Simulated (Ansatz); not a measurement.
FNa (SMILES [F][Na]), singlet, geometry from GFN2-xTB (such geometries of metal compounds can be far from the true shape); Ansatz (an electronic-structure program) with SVWN5/cc-pVDZ.

Ansatz was given this input:
Ansatz 0.2 input:
```yaml
crystal:
  periodic: [false, false, false]
  atoms:
    - {symbol: Na, position_ang: [-0.00000000, -0.00000000, -0.78691227]}
    - {symbol: F, position_ang: [0.00000000, 0.00000000, 0.96178167]}
basis:
  gaussian:
    orbitals: cc-pVDZ
hamiltonian:
  xc: {name: SVWN5}
```

Question: Predict the main parts of the log of this Ansatz run.

Answer: 
```
Functional definition: SVWN5
384 factors; their error is unknown
mean field evaluation 1: about -7089.5670 eV, gradient 4.8e1 eV
mean field evaluation 2: about -6837.6964 eV, gradient 2.2e2 eV
mean field evaluation 4: about -7093.4868 eV, gradient 5.8e0 eV
mean field evaluation 8: about -7093.5054 eV, gradient 2.8e-2 eV
mean field -7093.50543086 eV, -260.6815164333 hartree, gradient 8.6e-5 eV, S^2 0.000000; 0 other end points of the search recorded, 0 dependent functions left out
reference -7093.50548785 eV, -260.6815185276 hartree; 10, 10 occupied and 22, 22 virtual orbitals, 384 factors
Total energy: -7093.50548785 eV, -260.6815185276 hartree
```
